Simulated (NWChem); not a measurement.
BI3; SMILES B(I)(I)I

```xyz
4

B      0.0000     0.0000    -0.0009
I      0.5464     2.0483    -0.0009
I      1.5007    -1.4974    -0.0009
I     -2.0471    -0.5510    -0.0009
```
Atoms are numbered in this order, from 1.

Results from NWChem. The geometry was optimised at PBE0/def2-SVP. Not confirmed as a minimum by frequencies. def2 effective core potentials on I; no spin-orbit coupling. Ions are spin-unrestricted doublets at the neutral geometry; other ion states weren't tried.

Question: What does the run give for PBE/def2-SVP? Quantities: vertical ionisation energy, ΔSCF (eV); −ε(HOMO) (eV).

Answer: 
* **vertical ionisation energy, ΔSCF (eV)**: 8.72
* **−ε(HOMO) (eV)**: 6.17
